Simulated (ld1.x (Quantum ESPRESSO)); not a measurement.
Logarithmic derivatives: K, TM

| Item | Value |
| --- | --- |
| Element | K |
| Generator | ld1.x (Quantum ESPRESSO) 7.5 |
| Type | norm-conserving Troullier–Martins (Kleinman–Bylander form) |
| Functional | BLYP |
| Relativity | scalar-relativistic |
| Frozen core | [Ar] |
| Valence charge | 1 |
| Reference configuration | 3d1 4s0 4p0 |
| Partial waves | 4s (bound, empty): rc 5.12 bohr; 4p (bound, empty): rc 5.44 bohr; 3d (bound): rc 5.44 bohr |
| Local potential | all-electron potential smoothed inside 3.88 bohr (lloc = -1) |
| Core correction | Bessel-smoothed model core inside 2.20 bohr |

The phase is arctan(r·u′/u) with u = r·R(r), unwrapped; energies in Ry, scanned from -2 to 5 Ry. A pole is an energy at which the radial function vanishes at the test radius. The pseudo phase is shifted by a multiple of π to meet the all-electron one at the reference energy, and phase errors are pseudo minus all-electron; the curves can meet again beyond the range given. Levels narrower than the energy grid can be missing from the lists of poles. Where the grid stepped over a known ghost or core level, its pole and its step of π were put in at the level’s energy.

| channel | radius (bohr) | reference energy (Ry) | poles, all-electron | poles, pseudo | unbroken range about the reference energy with phases within 0.05 rad | phase error 1 Ry above the reference energy (rad) |
| --- | --- | --- | --- | --- | --- | --- |
| s | 5.90 | -0.23 | -0.07, 1.31, 3.46 | -0.07, 0.62, 1.73, 3.75 | below 0.2 | -0.482 |
| p | 5.90 | -0.10 | -1.47, 0.22, 1.66, 3.83 | 0.21, 1.15, 2.62, 4.90 | -1.5 to 0.4 | -0.748 |
| d | 5.90 | -0.04 | 0.08, 0.85, 2.32, 4.42 | 0.09, 1.18, 3.49 | below 0.2 | +0.126 |

Phases in the d channel:

```tsv
E (Ry)	all-electron	pseudo
-2.00	1.450	1.450
-1.76	1.442	1.442
-1.52	1.432	1.432
-1.28	1.419	1.419
-1.04	1.402	1.402
-0.80	1.378	1.378
-0.56	1.338	1.338
-0.32	1.254	1.256
-0.08	0.761	0.764
0.16	-1.779	-1.734
0.40	-3.470	-2.483
0.64	-4.563	-4.328
0.88	-4.727	-4.600
1.12	-4.846	-4.695
1.36	-5.150	-4.756
1.60	-7.319	-4.817
1.84	-7.708	-4.913
2.08	-7.802	-5.209
2.32	-7.855	-7.064
2.56	-7.901	-7.622
2.80	-7.959	-7.740
3.04	-8.090	-7.795
3.28	-9.250	-7.829
3.52	-10.744	-7.857
3.76	-10.888	-7.883
4.00	-10.943	-7.913
4.24	-10.976	-7.956
4.48	-11.002	-8.046
4.72	-11.027	-8.496
4.96	-11.057	-10.600
```
